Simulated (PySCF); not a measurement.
Stepwise substitution at one centre (Ga Br-CH3). Gas-phase values, no solvent. Strings in code marks are SMILES.

Calculation: ωB97X-D3(BJ)/def2-TZVP run with PySCF. Delta-SCF ions had no search for a lower state. Excitations are Tamm–Dancoff values on a coarser integration grid. The basis has no diffuse functions, so Rydberg states are missing or too high.

```csv
species,S1–T1 gap (TDA) (eV),vertical ionisation energy (Delta-SCF) (eV),dipole moment (D),T1 excitation (TDA) (eV)
1 of 3 Br replaced by CH3 (`[CH3][Ga]([Br])[Br]`),0.21,10.74,2.54,5.87
2 of 3 Br replaced by CH3,0.21,9.97,2.87,5.41
3 of 3 Br replaced by CH3 (`[CH3][Ga]([CH3])[CH3]`),0.27,9.70,0.00,5.41
```
